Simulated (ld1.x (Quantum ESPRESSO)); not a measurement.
## neon: TM semilocal pseudisation with PBE, scalar-relativistic reference atom.

ld1.x (Quantum ESPRESSO) 7.5 input, shortened:

```
&input
   title='Ne', zed=10., rel=1, dft='PBE', iswitch=3,
   config='[He] 2s2 2p6'
 /
 &inputp
   pseudotype=1, tm=.true., lloc=0,
   nlcc=.true., new_core_ps=.true., rcore=0.60
 /
2
2P  2  1   6.00   0.00  1.65  1.65  0.0
2S  1  0   2.00   0.00  0.74  0.74  0.0
 &test
   configts(1)='2s2 2p6'
 /
```

All-electron outer shells of the reference configuration (PBE, scalar-relativistic, ld1.x):

| shell | level (eV) | outermost node (bohr) | outermost maximum (bohr) |
| --- | --- | --- | --- |
| 1s | -830.80 | – | 0.10 |
| 2s | -36.40 | 0.22 | 0.68 |
| 2p | -13.33 | – | 0.62 |

Task: Estimate the cutoffs (Ry, on a coarse ladder) from which the occupation-weighted sum of valence levels, in a spherical-Bessel basis at the reference potential, stays within 10 and 1 mRy of its value at 400 Ry.

Result: 180 Ry and 260 Ry.

Task: Which valence shell sets the plane-wave cutoff?

Result: 2s: its level needs 260 Ry to come within 1 mRy, against 70 Ry for 2p.

Task: Tests: 2s2 2p5; 2s2 2p4; 2s2 2p3; 2s2 2p5.5; 2s1 2p6; 2s2 2p2. Which has the largest error in its energy relative to the reference configuration, and how large is it?

Result: 2s2 2p2, with +4922 meV (all-electron minus pseudo) on +227.80 eV.
